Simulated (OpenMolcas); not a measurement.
## Pt2+: moving or changing the point charges

Pt2+ among 6 point charges of -1.7 e arranged as a trigonal prism (D3h), 1.94 Å from the ion, with a polar angle of 44.7° against the regular 49.1°. The active orbitals were held to one l.

```json
{
 "Program": "OpenMolcas 26.06",
 "Method": "CASSCF",
 "Basis": "ANO-RCC-VTZP [8s7p5d3f1g]",
 "Scalar Hamiltonian": "DKH2, point nucleus",
 "Active space": "8 electrons in 5 orbitals (5d)",
 "State averaging": "2S+1 = 3 even, 10 roots; 2S+1 = 1 even, 15 roots",
 "Spin-orbit coupling": "RASSI with atomic mean-field integrals over the reference wave functions"
}
```

Runs around this geometry, states (labels of D3, the rotations of D3h). Energies in cm-1 above the lowest state or level, χT in cm3 K/mol.

| R (Å) | Polar angle / regular | Ground state | First state of that spin | First gap with spin-orbit (degeneracies) | χT at 300 K | First state of another spin |
| --- | --- | --- | --- | --- | --- | --- |
| 1.94 | 0.84 | 3A2 | 3E 4410 | 739.6 (1, 2) | 1.655 | 1E 12788 |
| 1.77 | 0.91 | 3A2 | 3E 9934 | 773.5 (1, 2) | 1.388 | 1E 12940 |
| 1.94 | 0.91 | 3A2 | 3E 6783 | 792.7 (1, 2) | 1.554 | 1E 12829 |
| 2.06 | 0.91 | 3A2 | 3E 5272 | 782.3 (1, 2) | 1.670 | 1E 12758 |

Taking the first state of the same spin as R^-n, n = -ln(5272 / 9934) / ln(2.06 / 1.77) = 4.2 between the shortest and longest distance.

Without dynamic correlation the repulsion within the d shell is too large (B by tens of per cent), so at a given field states of lower spin stand too high. Real 4d8 and 5d8 ions are as a rule square planar and diamagnetic. Spin-orbit coupling mixes the spin-free states strongly: the lowest level takes only 65 % from its leading state, 3A2 (figures for R = 1.94, ratio = 0.84; the like holds for R = 2.06, ratio = 0.91). This is an electrostatic model: the charges have no orbitals. An unlabelled pair can be two single states that coincide in this model. No measured value stands beside these numbers.
